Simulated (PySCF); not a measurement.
Bonds: Ru1-O2 1.667 Å, Ru1-N3 2.541 Å, Ru1-O7 1.674 Å, Ru1-O8 1.674 Å, Ru1-O9 1.674 Å. N3 carries H4, H5, H6.

Geometry: PBE0-D3(BJ)/def2-SVP; GIAO absolute shieldings from PySCF 2.14, gas phase, scalar relativity only through the core potential, averaged over equivalent atoms.

At wB97X-D/pcSseg-1 (def2-TZVP on Ru) (140 basis functions, 18 s wall time on 1 thread of an Arm Neoverse V2, shared host):
```
   atoms  σ (ppm)
O7/O8/O9  -1003.3
      O2   -966.7
      N3    224.1
H4/H5/H6    30.86
```

Estimate the result of repeating the calculation with PBE0/pcSseg-1 (def2-TZVP on Ru).

Results:


```tsv
atoms	σ at PBE0/pcSseg-1 (def2-TZVP on Ru)	change
O7/O8/O9	-965.1	+38.2
O2	-947.0	+19.7
N3	222.9	-1.2
H4/H5/H6	30.70	-0.16
```

The largest change is at O7/O8/O9 (oxygen bonded to Ru). Cost: 140 basis functions, 10 s wall time on 1 thread of an Arm Neoverse V2, shared host.

Ru is described by an effective core potential, so it has no shielding of its own here; spin–orbit effects on the atoms bonded to it, which can be large, are absent, and the values of these neighbours are rough.
